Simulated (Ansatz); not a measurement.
`[SiH3][SiH2][SiH2][GeH3]` + H–F → `F[SiH2][GeH3]` + `[SiH3][SiH3]`  (cleavage of the Si–Si bond)

Computed with Ansatz on PBE0-D4/def2-TZVP structures; ΔE is electronic, products minus reactants. CCSD(T)/CBS is the MP2 limit (def2-TZVPP, def2-QZVPP) plus CCSD(T) − MP2 in def2-TZVPP, frozen cores. This one scheme is used for every species. DFT in def2-TZVPP. HSE06 is defined as in plane-wave codes. For Ge outer-core shells are correlated without core-valence functions, which leaves a few kJ/mol of doubt a bond. Scalar relativity is left out up to krypton. Each species was taken in one conformer, which may not be the lowest.

Problem. Is it downhill or uphill in electronic energy at CCSD(T)/CBS, and by how much? (An estimate is asked.)

Solution. Ansatz gave: Downhill: ΔE = -1.05 eV.

Problem. What do these levels give: LDA (SPW92), PBE0-D4, ωB97X-V, BLYP, r2SCAN, PBE0, HSE06, CAM-B3LYP, HF/def2-SVP, CCSD/def2-TZVPP, CCSD(T)/def2-TZVPP, SCS-MP2/def2-QZVPP? (An estimate is asked.)

Solution. Computed: LDA (SPW92) -0.91, PBE0-D4 -0.89, ωB97X-V -1.13, BLYP -1.28, r2SCAN -1.10, PBE0 -0.99, HSE06 -0.98, CAM-B3LYP -1.33, HF/def2-SVP -1.33, CCSD/def2-TZVPP -1.12, CCSD(T)/def2-TZVPP -1.05, SCS-MP2/def2-QZVPP -1.19 eV.

Largest T1 diagnostic among the species: 0.013.

At CCSD(T), def2-SVP lies +0.03 eV from the extrapolated value and def2-TZVPP −0.01 eV. From BLYP to BHLYP (50 % exact exchange), in def2-TZVPP and without D4, ΔE moves by −0.06 eV.
